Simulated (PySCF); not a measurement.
HOS, SMILES [O]S, multiplicity 2. Geometry: PBE-D3(BJ)/def2-TZVPD.

Computed equilibrium geometry at PBE-D3(BJ)/def2-TZVPD (PySCF confirms it by a frequency run) as a Z-matrix, and its point group:
point group Cs.
```
S
O 1 1.5160
H 1 1.3931 2 104.87
```
Charge 0, spin multiplicity 2.
